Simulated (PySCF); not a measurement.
(Z)-1-fluorobut-1-ene (C4H7F), SMILES F/C=C\CC.

The structure is a stationary point at B3LYP-D3(BJ)/def2-SVP. The values are those of a single conformer.

Method: TDA-ωB97X/def2-SVPD in PySCF 2.14.0.

Vertical excitations. The molecule is in vacuum.

### Question
List the lowest excited states. (The exact figures need the calculation; the answer reports its results.)

### Answer

| state | energy (eV) | λ (nm) | f | main pairs |
|---|---|---|---|---|
| S1 | 7.36 | 169 | 0.039 | HOMO→LUMO+1 51 %, HOMO→LUMO 32 %, HOMO→LUMO+2 8 % |
| S2 | 7.98 | 155 | 0.584 | HOMO→LUMO 54 %, HOMO→LUMO+1 37 % |
| S3 | 8.32 | 149 | 0.026 | HOMO→LUMO+3 44 %, HOMO→LUMO+2 32 %, HOMO→LUMO+5 11 % |
| S4 | 8.81 | 141 | 0.002 | HOMO→LUMO+2 35 %, HOMO→LUMO+4 32 %, HOMO→LUMO+3 19 % |
| S5 | 8.94 | 139 | 0.003 | HOMO−2→LUMO 40 %, HOMO−2→LUMO+1 21 % |
| S6 | 9.23 | 134 | 0.008 | HOMO−1→LUMO 38 %, HOMO−1→LUMO+1 11 %, HOMO→LUMO+4 7 % |
| S7 | 9.26 | 134 | 0.022 | HOMO→LUMO+4 39 %, HOMO→LUMO+3 19 %, HOMO−1→LUMO 12 % |
| S8 | 9.41 | 132 | 0.020 | HOMO→LUMO+6 28 %, HOMO→LUMO+5 13 %, HOMO→LUMO+4 10 %, HOMO→LUMO+11 7 % |
| S9 | 9.74 | 127 | 0.048 | HOMO→LUMO+5 20 %, HOMO→LUMO+6 19 %, HOMO−1→LUMO 15 %, HOMO→LUMO+8 10 % |
| S10 | 9.90 | 125 | 0.036 | HOMO−1→LUMO 15 %, HOMO−2→LUMO 13 %, HOMO→LUMO+5 13 %, HOMO→LUMO+8 9 % |
| T1 | 4.49 | 276 | 0 | HOMO→LUMO 47 %, HOMO→LUMO+1 36 %, HOMO→LUMO+2 9 % |
| T2 | 7.27 | 171 | 0 | HOMO→LUMO+1 54 %, HOMO→LUMO 27 % |
| T3 | 8.18 | 152 | 0 | HOMO→LUMO+3 37 %, HOMO→LUMO+2 32 %, HOMO→LUMO+5 15 % |
| T4 | 8.52 | 146 | 0 | HOMO−2→LUMO 40 %, HOMO−2→LUMO+1 24 %, HOMO−3→LUMO 8 % |
Triplets are in the Tamm–Dancoff approximation.
Roots above 9.6 eV, the ΔSCF ionisation energy, lie in the ionisation continuum and depend on the basis.
